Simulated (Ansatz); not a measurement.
Job for Ansatz (a first-principles code): R-PBE/def2-TZVPPD on CH2OS (a complex), monomers drawn apart or pushed together. Files ending in .json are basis or fitting sets from the Basis Set Exchange.

Ansatz 0.2 input:
```yaml
crystal:
  periodic: [false, false, false]
  atoms:
    - {symbol: O, position_ang: [1.42888886, 0.60524587, 0.11109722]}
    - {symbol: C, position_ang: [0.38896886, 0.17318790, -0.14694875]}
    - {symbol: S, position_ang: [-1.01719678, -0.41113910, -0.49456255]}
    - {symbol: H, position_ang: [0.44965107, 0.18614711, 2.70570485]}
    - {symbol: H, position_ang: [-0.23523553, -0.09966381, 2.64976021]}
basis:
  gaussian:
    orbitals: def2-TZVPPD.json
hamiltonian:
  xc: {name: PBE}
scf: {lower_state_search: off}
```

The head of its log:

```
WARN ansatz: RAYON_NUM_THREADS=1 ignored (pool sized by the plan → 1); use --threads N
Functional definition: PBE
these checks for a lower state are left out or cut short: stability, starts, cluster_reference, orbital_swaps, neighbouring_geometries, increment
integrals: 0.06 GiB planned
794 factors; their error is unknown
mean field: 0.48 GiB planned
mean field evaluation 1: about -13938.1044 eV, gradient 6.0e1 eV
mean field evaluation 2: about -13884.2450 eV, gradient 1.6e2 eV
```

**Question.** Give the final energy of this run.

**Answer.** -512.4844 hartree.
